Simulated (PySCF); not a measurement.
1,1-difluoro-2-methylprop-1-ene (C4H6F2), SMILES CC(C)=C(F)F. Coordinates come from a PBE0-D3(BJ)/def2-SVP optimisation.

Question: Give the equilibrium geometry at PBE0-D3(BJ)/def2-SVP (PySCF confirms it by a frequency run) as bond lengths and angles, and its point group. (An estimate is asked for; the answer gives what the named calculation found.)

Answer: point group C2v.
Atoms: C1 C2 C3 C4 F5 F6 H7 H8 H9 H10 H11 H12. Bond lengths (Å): C1–C2 1.497, C1–H7 1.103, C1–H8 1.098, C1–H9 1.103, C2–C3 1.497, C2–C4 1.331, C3–H10 1.098, C3–H11 1.103, C3–H12 1.103, C4–F5 1.317, C4–F6 1.317. Angles (°): C2–C1–H7 110.6, C2–C1–H8 112.3, C2–C1–H9 110.6, H7–C1–H8 108.2, H7–C1–H9 106.8, H8–C1–H9 108.2, C1–C2–C3 118.4, C1–C2–C4 120.8, C3–C2–C4 120.8, C2–C3–H10 112.3, C2–C3–H11 110.6, C2–C3–H12 110.6, H10–C3–H11 108.2, H10–C3–H12 108.2, H11–C3–H12 106.8, C2–C4–F5 125.1, C2–C4–F6 125.1, F5–C4–F6 109.9.
